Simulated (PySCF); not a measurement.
```xyz
13

Al    -0.0799    -0.0766     0.0232
Cl     1.6483    -1.2224    -0.3940
Cl    -1.7972    -0.4921    -1.1396
Cl    -0.4224     0.3912     2.0622
C     -0.5865     2.6772    -0.7355
O      0.4304     1.6782    -0.6141
C      1.7065     2.1924    -0.2210
H     -0.2509     3.4369    -1.4552
H     -1.4843     2.1719    -1.1100
H     -0.7845     3.1303     0.2476
H      2.4078     1.3504    -0.2435
H      1.6435     2.6111     0.7950
H      2.0147     2.9622    -0.9423
```

Charge 0, multiplicity 1.

Task: Give the Mulliken and meta-Löwdin atomic charges from PySCF with PBE-D3(BJ)/def2-TZVP // PBE0-D3(BJ)/def2-SVP.

Result: 
```json
[
 {"atom": "Al1", "Mulliken (e)": "0.42", "meta-Löwdin (e)": "0.79"},
 {"atom": "Cl2", "Mulliken (e)": "-0.26", "meta-Löwdin (e)": "-0.35"},
 {"atom": "Cl3", "Mulliken (e)": "-0.26", "meta-Löwdin (e)": "-0.35"},
 {"atom": "Cl4", "Mulliken (e)": "-0.27", "meta-Löwdin (e)": "-0.36"},
 {"atom": "C5", "Mulliken (e)": "-0.24", "meta-Löwdin (e)": "-0.15"},
 {"atom": "O6", "Mulliken (e)": "-0.07", "meta-Löwdin (e)": "-0.28"},
 {"atom": "C7", "Mulliken (e)": "-0.24", "meta-Löwdin (e)": "-0.15"},
 {"atom": "H8", "Mulliken (e)": "0.14", "meta-Löwdin (e)": "0.13"},
 {"atom": "H9", "Mulliken (e)": "0.16", "meta-Löwdin (e)": "0.16"},
 {"atom": "H10", "Mulliken (e)": "0.15", "meta-Löwdin (e)": "0.13"},
 {"atom": "H11", "Mulliken (e)": "0.17", "meta-Löwdin (e)": "0.16"},
 {"atom": "H12", "Mulliken (e)": "0.15", "meta-Löwdin (e)": "0.13"},
 {"atom": "H13", "Mulliken (e)": "0.14", "meta-Löwdin (e)": "0.13"}
]
```
